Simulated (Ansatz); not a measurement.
Relaxation of a periodic cell of 17 atoms, HC16 (host C, host structure diamond, interstitial H), cell charge +1, to a largest force component of 0.03 eV/Å in at most 60 steps.

Theory: Ansatz 0.2.0, DFT PBE-D3(BJ), scalar-relativistic, plane waves, PAW. Settings: cutoff 420 eV, k mesh 3x3x3, gaussian smearing 0.05 eV, no spin polarisation.

```xyz
17
Lattice="0.0000 3.5700 3.5700 3.5700 0.0000 3.5700 3.5700 3.5700 0.0000" Properties=species:S:1:pos:R:3
C 0.000 0.000 0.000
C 0.892 0.892 0.892
C 1.785 1.785 0.000
C 2.678 2.678 0.892
C 1.785 0.000 1.785
C 2.678 0.892 2.678
C 3.570 1.785 1.785
C 4.463 2.678 2.678
C 0.000 1.785 1.785
C 0.892 2.678 2.678
C 1.785 3.570 1.785
C 2.678 4.463 2.678
C 1.785 1.785 3.570
C 2.678 2.678 4.463
C 3.570 3.570 3.570
C 4.463 4.463 4.463
H 4.928 6.781 4.028
```

Problem. Where does it end, and by what steps?

Solution. It converged. Limits of this set-up: charged cell in a uniform background, uncorrected. After 8 steps the energy has fallen by 0.469 eV; H17 moved furthest, 0.42 Å.

| step | energy less start (eV) | largest force component (eV/Å) | accepted |
| --- | --- | --- | --- |
| 0 | 0.0000 | 2.091 | yes |
| 1 | -0.1916 | 0.884 | yes |
| 2 | -0.2323 | 0.324 | yes |
| 3 | -0.2575 | 0.410 | yes |
| 4 | -0.3894 | 0.507 | yes |
| 5 | -0.3826 | 1.393 | no |
| 6 | -0.4446 | 0.304 | yes |
| 7 | -0.4687 | 0.043 | yes |
| 8 | -0.4689 | 0.005 | yes |

```xyz
17
Lattice="0.0000 3.5700 3.5700 3.5700 0.0000 3.5700 3.5700 3.5700 0.0000" Properties=species:S:1:pos:R:3
C -0.042 -0.009 -0.058
C 0.828 0.963 0.807
C 1.790 1.780 -0.025
C 2.672 2.673 0.870
C 1.852 -0.081 1.851
C 2.675 0.903 2.638
C 3.575 1.779 1.748
C 4.460 2.657 2.668
C 0.005 1.750 1.791
C 0.895 2.662 2.649
C 1.784 3.555 1.764
C 2.675 4.430 2.667
C 1.785 1.761 3.550
C 2.722 2.624 4.449
C 3.578 3.552 3.561
C 4.466 4.446 4.443
H 4.907 7.036 4.356
```

Run time: 37 s on 1 thread of Intel(R) Xeon(R) CPU @ 2.60GHz (Ice Lake), on a shared host, peak memory 0.42 GiB.
